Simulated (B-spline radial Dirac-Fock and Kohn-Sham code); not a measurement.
**As³⁺: eigenvalues, ΔSCF and the reference**

System: the As³⁺ ion, configuration [Ar] 3d10 4s2.

The density-functional columns are spherical, spin-unpolarised Dirac-Kohn-Sham results without Breit or QED terms: −ε is minus the orbital energy of the initial state and ΔSCF the difference of two total energies. The reference in the last column comes from multi-electron Dirac-Fock with separately optimised hole states, Breit and Lamb-shift corrections added in first order. All numbers are from a radial B-spline solver, in eV; a selection of levels is shown. For the 1s level of heavy atoms much of the gap between ΔSCF and the reference is the Breit and QED part, -24.7 eV here; for other levels the error of the functional can be larger.

```tsv
level	PBE −ε	PBE ΔSCF	LDA −ε	LDA ΔSCF	Dirac-Fock
K	11750.8	11957.3	11730.2	11936.1	11913.4
L1	1520.7	1554.9	1518.4	1552.8	1582.2
L2	1362.4	1404.3	1361.8	1403.7	1406.2
L3	1325.8	1366.6	1325.3	1366.2	1370.3
M1	224.6	238.7	224.0	238.0	254.3
M2	171.4	185.3	171.3	185.2	194.0
M3	166.4	180.1	166.3	180.0	189.0
M4	75.34	88.50	75.71	88.87	86.28
M5	74.61	87.72	74.98	88.08	85.59
N1	44.43	50.65	44.86	51.11	47.84
```

Problem. Order the estimates of the K (1s) level by their distance from the Dirac-Fock value, nearest first.
A. LDA −ε
B. PBE ΔSCF
C. LDA ΔSCF
D. PBE −ε

Solution. C (22.7 eV), B (43.9 eV), D (162.6 eV), A (183.2 eV).

For the outermost level NIST gives 50.15 ± 0.06 eV (measured); the differences from it are PBE −ε -5.72, PBE ΔSCF +0.50, LDA −ε -5.29, LDA ΔSCF +0.96, Dirac-Fock -2.31 eV.

Values without a named source are computed, but for edge energies of neutral atoms, which are taken from tables.
